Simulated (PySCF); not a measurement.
carbon diselenide (CSe₂), SMILES [Se]=C=[Se]. Geometry: PBE-D3(BJ)/def2-TZVP.

Computed equilibrium geometry at PBE-D3(BJ)/def2-TZVP (PySCF confirms it by a frequency run) as Cartesian coordinates in Å, and its point group:
point group D∞h.
```xyz
3

Se     0.0000     0.0000     1.7046
C      0.0000     0.0000     0.0000
Se     0.0000     0.0000    -1.7046
```
Charge 0, spin multiplicity 1.
